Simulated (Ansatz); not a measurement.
Geometry optimisation, DFT PBE, scalar-relativistic, plane waves, PAW in Ansatz.

input.yaml

```yaml
crystal:
  lattice:
    - [-2.29, -3.966396, 0.0]
    - [3.435, -1.983198, 0.0]
    - [0.0, 0.0, 7.17686]
  atoms:
    - { symbol: Be, position: [0.75, 0.5, 0.0] }
    - { symbol: Be, position: [0.5, 0.3333333, 0.25] }
    - { symbol: Be, position: [0.75, 0.5, 0.5] }
    - { symbol: Be, position: [0.5, 0.3333333, 0.75] }
    - { symbol: Be, position: [0.5, 0.0, 0.0] }
    - { symbol: Be, position: [0.25, 0.8333333, 0.25] }
    - { symbol: Be, position: [0.5, 0.0, 0.5] }
    - { symbol: Be, position: [0.25, 0.8333333, 0.75] }
    - { symbol: Be, position: [0.25, 0.5, 0.0] }
    - { symbol: Be, position: [0.0, 0.3333333, 0.25] }
    - { symbol: Be, position: [0.25, 0.5, 0.5] }
    - { symbol: Be, position: [0.0, 0.3333333, 0.75] }
    - { symbol: Be, position: [0.0, 0.0, 0.0] }
    - { symbol: Be, position: [0.75, 0.8333333, 0.25] }
    - { symbol: Be, position: [0.0, 0.0, 0.5] }
    - { symbol: Be, position: [0.75, 0.8333333, 0.75] }
    - { symbol: Li, position: [-0.0001758, 0.6531191, 0.1311588] }
basis:
  ecutwfc: 420.0
kpoints:
  mp_grid: { grid: [2, 3, 2] }
hamiltonian:
  xc: pbe
scf:
  occupations: { method: fermi_dirac, width: 0.1 }
  lower_state_search: "off"
relax:
  f_tol: 0.08
  max_steps: 25
  adjacent_minimum: "off"
```

Command:

```bash
$ ansatz run input.yaml --threads 1 --pin off --max-ram 3072MiB --backend cpu --events-out ev --progress --plain --runs-dir out
```

Question: Where does it end, and by what steps?

Answer: The forces met the threshold. The threshold is loose, so the end isn't yet a minimum. Limits of this set-up: coarse k mesh. After 18 steps the energy has fallen by 5.046 eV; Be14 moved furthest, 1.41 Å. Joined: Be7–Li17.

```tsv
step	energy less start (eV)	largest force component (eV/Å)	accepted
0	0.0000	3.983	yes
1	-1.9955	2.726	yes
2	-3.7459	0.643	yes
3	-4.0927	0.536	yes
4	-4.2216	0.329	yes
5	-4.2816	0.326	yes
6	-4.2778	0.661	no
7	-4.3534	0.240	yes
8	-4.4020	0.419	yes
9	-4.5095	0.436	yes
10	-4.6303	0.531	yes
11	-4.8725	0.295	yes
12	-4.9309	0.362	yes
13	-4.9664	0.125	yes
14	-4.9825	0.169	yes
15	-4.9833	0.455	yes
16	-5.0283	0.126	yes
17	-5.0423	0.081	yes
18	-5.0464	0.046	yes
```

```xyz
17
Lattice="-2.2900 -3.9664 0.0000 3.4350 -1.9832 0.0000 0.0000 0.0000 7.1769" Properties=species:S:1:pos:R:3
Be -0.254 -3.850 -0.112
Be 0.688 -2.721 1.242
Be -0.280 -4.028 3.676
Be -0.191 -2.578 5.318
Be -1.299 -1.903 0.112
Be 2.392 -2.913 1.990
Be -1.463 -1.990 3.762
Be 2.106 -2.643 5.319
Be 1.090 -1.827 -0.357
Be 0.869 -0.827 1.642
Be 0.842 -2.089 3.311
Be 0.911 -0.630 5.283
Be -0.154 -0.025 -0.075
Be 2.506 -4.909 2.052
Be -0.143 -0.020 3.610
Be 0.904 -4.613 5.420
Li 2.881 -0.748 1.810
```

The run took 41 s on 1 thread of Intel(R) Xeon(R) Platinum 8259CL CPU @ 2.50GHz (Skylake/Cascade Lake), on a shared host, peak memory 0.39 GiB.
